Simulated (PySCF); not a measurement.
Computed IR spectrum (relative IR intensity) of a molecule C4H5Cl. Geometry: B3LYP-D3(BJ)/def2-SVP. Other conformers were not sampled. Computed with B3LYP-D3(BJ)/def2-SVP run with PySCF. Frequencies are harmonic and unscaled.

Lines under 2 % of the strongest are left out, and lines within 2 cm⁻¹ are merged.

ν (cm⁻¹): 391 (w), 425 (w), 525 (vw), 638 (s), 895 (vs), 899 (m), 949 (s), 1013 (m), 1027 (w), 1234 (vs), 1384 (m), 1430 (vw), 1656 (s), 1713 (w), 3150 (w), 3162 (w), 3257 (w), 3266 (vw) (against the strongest line: vs over 80 %, s over 45 %, m over 15 %, w over 4 %, vw less)

**Question.** Identify the compound among the candidates.
A) C=C=C(C)Cl
B) ClC1=CCC1
C) C=CC(=C)Cl
D) C#CCCCl

**Answer.** C, C=CC(=C)Cl
